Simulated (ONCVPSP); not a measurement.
## Plane-wave convergence, ONCV potential for tungsten

ONCVPSP 4.0.1 input, shortened (lines: element, Z, core and valence counts, functional; n l f; lmax; l rc ep ncon nbas qcut; lloc lpopt rc5 dvloc0; l nproj debl; icmod fcfact rcfact), PBE, scalar-relativistic:

```
  W 74.00    9    5        4      upf
    1    0    2.00
    2    0    2.00
    2    1    6.00
    3    0    2.00
    3    1    6.00
    3    2   10.00
    4    0    2.00
    4    1    6.00
    4    2   10.00
    4    3   14.00
    5    0    2.00
    5    1    6.00
    5    2    4.00
    6    0    2.00
    3
    0    2.05    0.00    5    9    7.00
    1    1.70    0.00    4    9    6.80
    2    1.95    0.00    4    7    4.90
    3    1.10    0.00    3    7   15.50
    4    5    0.80    1.00
    0    2    1.00
    1    2    3.30
    2    2    1.70
    3    2    0.70
    3    3.00    1.80
```

In the f channel the program set the typed energies aside and used -1.220, 0.250 Ha.

For each optimised wave give the share of its norm inside rc, the residual kinetic energy above qcut (Ha) and the cutoffs (Ha) for errors of 10, 1, 0.1 and 0.01 mHa per electron.

```csv
wave,norm inside rc,residual KE,10 mHa,1 mHa,0.1 mHa,0.01 mHa
5s,0.988,1.3e-06,11.8,16.3,19.6,22.2
6s,0.138,1.8e-06,8.6,15.3,19.3,22.3
5p,0.856,2.8e-05,8.4,12.2,20.2,55.2
p projector 2,0.085,9.5e-05,8.3,16.3,23.1,76.4
5d,0.538,2.3e-03,9.9,14.5,39.8,47.1
d projector 2,0.098,3.3e-03,10.4,13.6,24.0,41.3
4f,0.930,2.0e-05,93.1,104.2,112.8,201.7
f projector 2,0.000,4.8e-08,28.5,61.7,82.1,97.0
```

The occupied waves need 104 Ha and 113 Ha for 1 and 0.1 mHa. Rows with under 1 % of the norm inside rc give no meaningful cutoff. Note: ghosts flagged at negative energy: s at -240.7 eV; GHOST(+) flagged for p at 86.0 eV. A true bound ghost makes a file unfit for plane-wave use.
